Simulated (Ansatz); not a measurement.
Cost and result for the atomization energy of `[SiH3]B1OCO1` (10 atoms, 10 bonds).

```xyz
10

Si    1.330    1.350   -0.340
B    -0.051   -0.075    0.013
O    -0.927   -0.730   -0.839
C    -1.360   -1.386    0.348
O    -0.444   -0.695    1.191
H     0.710    2.695   -0.192
H     2.451    1.236    0.629
H     1.862    1.224   -1.722
H    -1.169   -2.461    0.321
H    -2.400   -1.159    0.591
```

Total charge 0; spin multiplicity 1. The structure was optimised at the PBE0-D4/def2-TZVP level. Program: Ansatz. All runs use 4 threads of an Arm Neoverse V2 on a shared host. Times are those of one run each, without the atoms' runs, and a repeat can differ threefold. Electronic energies, without spin–orbit coupling; frozen cores. CCSD(T)/CBS adds CCSD(T) − MP2 in def2-TZVPP to the MP2 limit, and its time is that of the two runs behind it. T1 = 0.015. B3LYP takes the VWN-RPA correlation (the form of Gaussian; ORCA's B3LYP/G).

CCSD(T)/CBS is a level of theory with its own doubt, some kJ/mol a heavy atom from the limit and from the frozen cores, so smaller differences don't rank the functionals.

| level | functions | wall time |
| --- | --- | --- |
| PBE-D4/def2-TZVPP (with forces) | 236 | 1.6 s |
| PBE0-D4/def2-TZVPP | 236 | 1.8 s |
| B3LYP-D4/def2-TZVPP (with forces) | 236 | 2.7 s |
| r2SCAN-D4/def2-TZVPP (with forces) | 236 | 3 s |
| B2PLYP/def2-TZVPP | 236 | 3.2 s |
| ωB97X-V/def2-TZVPP | 236 | 5 s |
| ωB97M-V/def2-TZVPP (with forces) | 236 | 7 s |
| MP2/def2-QZVPP | 448 | 13 s |
| CCSD(T)/def2-TZVPP | 236 | 72 s |
| CCSD(T)/CBS(def2) | – | 85 s |

**Question.** What atomization energy does each give, and how far from CCSD(T)/CBS? (Best estimate.)

**Answer.** The calculation gave: 
| level | atomization (kJ/mol) | difference from CCSD(T)/CBS | per bond |
| --- | --- | --- | --- |
| PBE-D4/def2-TZVPP (with forces) | 3935.4 | 91.5 | 9.2 |
| PBE0-D4/def2-TZVPP | 3851.3 | 7.4 | 0.7 |
| B3LYP-D4/def2-TZVPP (with forces) | 3840.3 | -3.6 | -0.4 |
| r2SCAN-D4/def2-TZVPP (with forces) | 3870.6 | 26.7 | 2.7 |
| B2PLYP/def2-TZVPP | 3808.6 | -35.3 | -3.5 |
| ωB97X-V/def2-TZVPP | 3871.0 | 27.1 | 2.7 |
| ωB97M-V/def2-TZVPP (with forces) | 3864.5 | 20.6 | 2.1 |
| MP2/def2-QZVPP | 3889.4 | 45.5 | 4.5 |
| CCSD(T)/def2-TZVPP | 3745.3 | -98.6 | -9.9 |
| CCSD(T)/CBS(def2) | 3843.9 | 0.0 | 0.0 |

The D4 term adds +28.7 kJ/mol with B3LYP and +14.9 kJ/mol with PBE0; it sums over pairs of atoms, weighted by their polarisabilities, and B3LYP, whose exchange is more repulsive, gets the larger term. From PBE to PBE0 (25 % exact exchange), in def2-TZVPP and without D4, the atomization energy moves by −81.2 kJ/mol: exact exchange takes away binding that semilocal exchange gives to molecules. In def2-TZVPP, CCSD(T) changes the Hartree–Fock value by +958.2 kJ/mol (the triples alone add +62.5 kJ/mol) and MP2 by +1043.9 kJ/mol; breaking electron pairs costs correlation energy, which Hartree–Fock lacks.
